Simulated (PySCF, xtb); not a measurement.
Cl4Se, SMILES Cl[Se](Cl)(Cl)Cl (connectivity only; charge and spin as stated), charge -1, multiplicity 2.

Harmonic wavenumbers (cm⁻¹) from GFN2-xTB (xtb) at its own minimum, in rising order: 78, 82, 101, 131, 177, 228, 259, 275, 354.

Question: What does B3LYP-D3(BJ)/def2-SVPD (PySCF) give at its own minimum? (Estimate from the structure and the level; the computed values follow.)

Answer: 28, 100, 127, 127, 145, 224, 261, 261, 274. Paired by order, the mean absolute difference is 26 cm⁻¹ and the zero-point energies are 2.4 and 2.2 kcal/mol.
